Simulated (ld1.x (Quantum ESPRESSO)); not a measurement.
Mn: one change to a TM semilocal potential, before and after

manganese (Mn), norm-conserving Troullier–Martins (semilocal form), made with ld1.x (Quantum ESPRESSO) 7.5 (PBE, scalar-relativistic). Core [Ne], reference 3s2 3p6 3d5 4s1 4p1. Waves: 3s (bound): rc 0.95 bohr; 3p (bound): rc 1.25 bohr; 3d (bound): rc 1.65 bohr. Local part: the d channel. Core correction: none.

Occupied shells without a wave of their own: 4p, 4s. They enter only through the test configuration that unscreens the potential.

Change: wave 3d (bound): rc 1.65 bohr becomes 3d (bound): rc 1.12 bohr.

Cutoffs: the cutoffs (Ry, on a coarse ladder) from which the occupation-weighted sum of valence levels, in a spherical-Bessel basis at the reference potential, stays within 10 and 1 mRy of its value at 400 Ry; they do not see the model core or the augmentation charge, which bear on the density cutoff. Errors are all-electron minus pseudo energies relative to the spin-unpolarised reference configuration.

Task: What does the change do?

Result: The potential gets neither clearly harder nor softer (160 Ry and 260 Ry → 160 Ry and 260 Ry); the s channel sets the loose cutoff, while the largest relative change is in d, which becomes harder; of the 7 tests that both files solve, the error grows in 2 and shrinks in 0 by more than 15 % and 0.3 meV (median size 134.6 → 121.2 meV); neither file shows a bound ghost. A semilocal file is local in each channel, so a ghost entry of none says nothing of the separable form that plane-wave codes build from it.

| quantity | base | changed |
| --- | --- | --- |
| cutoff, loose | 160 Ry | 160 Ry |
| cutoff, tight | 260 Ry | 260 Ry |
| loose cutoff by channel (10 mRy a level) | s 140 Ry, p 50 Ry, d 80 Ry | s 140 Ry, p 50 Ry, d 140 Ry |
| bound ghosts | none | none |
| largest miss of a reference level, eV | 0.10 | 0.10 |
| error for 3s2 3p6 3d5 4s2 4p0, meV [ΔE -3.86 eV] | +75 | +74 |
| error for 3s2 3p6 3d5 4s1 4p0, meV [ΔE 4.56 eV] | -33 | -33 |
| error for 3s2 3p6 3d5 4s0 4p0, meV [ΔE 20.16 eV] | -204 | -205 |
| error for 3s2 3p6 3d4 4s0 4p0, meV [ΔE 52.68 eV] | -358 | -330 |
| error for 3s2 3p6 3d4 4s2 4p0, meV [ΔE 9.33 eV] | +135 | +121 |
| error for 3s2 3p6 3d3 4s0 4p0, meV [ΔE 103.44 eV] | -353 | -440 |
| error for 3s1 3p6 3d5 4s2 4p0, meV [ΔE 89.65 eV] | -83 | +99 |

Base: The 4p, 4s levels have no wave, so the channel is fitted at the deeper level alone: the likely source of the large errors. Changed file: The 4p, 4s levels have no wave, so the channel is fitted at the deeper level alone: the likely source of the large errors.
